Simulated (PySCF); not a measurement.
## AlNO2: where a starting geometry ends

The starting geometry of this gas-phase singlet was optimised with GFN2-xTB.

```tsv
atom	x (Å)	y (Å)	z (Å)
Al	-0.0793	-0.4171	-1.3538
N	-0.1496	-1.9561	0.1678
O	0.9437	-1.3144	-0.1295
O	-0.9001	-1.9887	-0.8956
```

Question: Predict what it relaxes into with PBE-D3(BJ)/def2-SVP.

Answer: A bond breaks, giving a structure given below by its coordinates. Distances that change by over a tenth: Al1–O3 (1.83 → 2.10 Å), Al1–O4 (1.83 → 2.10 Å). Contacts that open: Al1–N2 (2.17 → 2.53 Å).

The energy falls by 0.52 eV over 12 steps:

```csv
step,E − E(last) (eV)
1,0.521
2,0.267
3,0.060
5,0.005
6,0.002
7,0.001
8,0.000
10,0.000
11,0.000
12,0.000
```

Final geometry (Å):

```xyz
4

Al   -0.0525   -0.2397   -1.5648
N    -0.0517   -2.1022    0.1442
O     0.9123   -1.2865   -0.0184
O    -0.9284   -1.9774   -0.7705
```

No frequencies were run, so the end isn't proven a minimum. Run with PySCF 2.14.0, 65 s on 2 threads of Intel(R) Xeon(R) Processor @ 2.50GHz (Skylake/Cascade Lake) (shared host).
